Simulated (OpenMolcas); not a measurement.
## Mo3+: ligand-field states by method

Mo3+ with 6 ligands (fluoride) in octahedral coordination (Oh) at 2 Å. A charge of +0.5 e stands 2.8 Å behind each ligand. Ligand basis ANO-RCC-VDZP.
```
Mo    0.0000    0.0000    0.0000
F     2.0000    0.0000    0.0000
F     0.0000    2.0000    0.0000
F    -2.0000    0.0000    0.0000
F     0.0000   -2.0000    0.0000
F     0.0000    0.0000    2.0000
F     0.0000    0.0000   -2.0000
```

- Program: OpenMolcas 26.06
- Basis: ANO-RCC-VTZP [7s6p4d2f1g]
- Scalar Hamiltonian: DKH2, point nucleus
- Active space: 3 electrons in 5 orbitals (4d)
- State averaging: 2S+1 = 4 even, 10 roots; 2S+1 = 2 even, 40 roots
- Spin-orbit coupling: state interaction with AMFI integrals over the reference wave functions

I. CASSCF
II. SS-CASPT2, IPEA 0.25 Eh, imaginary shift 0.1 Eh (closed shells correlated: 4s 4p and the ligand valence shells)
III. SS-CASPT2, IPEA 0.25 Eh, real shift 0.3 Eh (closed shells correlated: 4s 4p and the ligand valence shells)

Spin-free states (labels of O, the rotations of Oh) in cm-1, each column counted from its own energy of the first state listed:

| State | Degeneracy | I | II | III |
| --- | --- | --- | --- | --- |
| 4A2 | 1 | 0 | 0 | 0 |
| 2E | 2 | 14784 | 11140 | 11200 |
| 2T1 | 3 | 15216 | 11250 | 11320 |
| 2T2 | 3 | 22886 | 17910 | 18000 |
| 4T2 | 3 | 26071 | 26390 | 26400 |
| 4T1 | 3 | 33960 | 32360 | 32410 |
| 2A1 | 1 | 38002 | 34330 | 34440 |
| 2T2 | 3 | 40229 | 36910 | 36980 |
| 2T1 | 3 | 40686 | 37020 | 37110 |
| 2E | 2 | 42366 | 37830 | 37930 |
| 2T1 | 3 | 45895 | 40840 | 40980 |
| 2T2 | 3 | 50814 | 44360 | 44470 |
| 2A2 | 1 | 52286 | 44850 | 45000 |
| 4T1 | 3 | 55404 | 54840 | 54880 |
| 2E | 2 | 62544 | 54090 | 54260 |
| 2T1 | 3 | 66075 | 63230 | 63320 |
| 2T2 | 3 | 67336 | 64770 | 64830 |
| 2T1 | 3 | 72927 | 67900 | 68030 |
| 2T2 | 3 | 87069 | 79540 | 79700 |
| 2E | 2 | 96950 | 94290 | 94360 |

From I to II, I's first state of the same spin (4T2) moves from 26071 to 26390 cm-1, by about +320 cm-1.

From I to II, I's first state of another spin (2E) moves from 14784 to 11140 cm-1, by about -3600 cm-1.

I: A least-squares ligand-field fit to the states below 45000 cm-1, each weighted by its degeneracy and with a free common offset, gives 10Dq = 25890 cm-1, B = 741 cm-1 and C = 2965 cm-1 (C/B = 4.00), with an rms deviation of 79 cm-1. The same method and metal basis give the free ion B = 813 cm-1 (fit to its terms below 60000 cm-1, rms deviation 33 cm-1), so the nephelauxetic ratio is β = 741 / 813 = 0.91; it hangs on how both fits weigh the states, and computed free-ion B values tend to be too large, so β mixes covalency with correlation.

III: A least-squares ligand-field fit to the states below 45000 cm-1, each weighted by its degeneracy and with a free common offset, gives 10Dq = 25853 cm-1, B = 548 cm-1 and C = 2173 cm-1 (C/B = 3.97), with an rms deviation of 233 cm-1. 

χT at 300 K: I 1.77, II 1.77, III 1.77 cm3 K/mol.

Roots that are degenerate in the reference are averaged as groups; the widest CASPT2 spread within a group is 110 cm-1 (the 2-fold group of multiplicity 2 near 11100 cm-1 above the lowest state of its run, II). Shifts and gaps below about the spread of the groups concerned are not significant. Over all roots computed the reference weight is 0.70 to 0.71 in II, 0.73 to 0.74 in III; a low but even weight reflects the number of correlated electrons. The least metal-like active orbital is 83 % on the metal (Löwdin) and no ligand orbital is active, so the numbers are rough. Ligand-to-metal charge-transfer states are missing. With no ligand orbital active B as a rule stays too high, so bands that hang on it stand too high and its fall with covalency is understated. Without dynamic correlation the repulsion within the d shell is too large (B by tens of per cent), so at a given field states of lower spin stand too high (holds for I). With metal d orbitals alone the field can be off either way by tens of per cent (holds for I). With one d shell and no ligand orbital active, 10Dq can be off by a tenth or more (holds for II; III). No measured value stands beside these numbers; the geometry was imposed, not optimised, and the real ion may take another.
